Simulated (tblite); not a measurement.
Compound: C6H11OP.
SMILES with atom numbers: `[CH3:1][C:2]([CH3:3])([CH3:4])[CH2:5][P:6]=[C:7]=[O:8]` (hydrogens: H9, H10, H11 on C1; H12, H13, H14 on C3; H15, H16, H17 on C4; H18, H19 on C5)

Computed geometry: GFN2-xTB, gas phase.

Question: List the bond lengths, angles and torsions at this level.

Answer: 
| bond | length (Å) | order |
| --- | --- | --- |
| C1–C2, C2–C3, C2–C4 | 1.529 | single |
| C2–C5 | 1.534 | single |
| C5–P6 | 1.890 | single |
| P6=C7 | 1.640 | double |
| C7=O8 | 1.164 | double |
| C1–H9 and 8 like bonds | 1.088 | single |
| C5–H18, C5–H19 | 1.092 | single |

Bonds in one row agree within 0.01 Å and their mean is given. Orders are formal, as drawn. A selection of angles:
| angle | degrees |
| --- | --- |
| C1–C2–C3 | 109.5 |
| C1–C2–C5 | 107.4 |
| C3–C2–C5 | 110.1 |
| C4–C2–C5 | 110.5 |
| C2–C5–P6 | 115.0 |
| C5–P6–C7 | 97.1 |
| P6–C7–O8 | 173.6 |

Torsions: C1–C2–C5–P6 176° (antiperiplanar); C2–C5–P6–C7 91° (anticlinal). The mirror-image conformer, all signs reversed, is as good.

Of the pairs four or more bonds apart, P6···H13 is among the closest relative to their van der Waals radii: 2.77 Å, 92 % of the sum of Bondi's values. The 2 C–P bonds span 1.640 Å (P6=C7, drawn double) to 1.890 Å (C5–P6, drawn single), a spread of 0.250 Å.

Point group: C1 (no symmetry element, even within 0.4 Å). Its GFN2-xTB frequencies are all real (lowest 24 cm⁻¹). The numbers are those of one conformer. 2 starts were optimised and ended at 0.00 and 0.54 kcal/mol (GFN2-xTB); the lowest of these is shown.
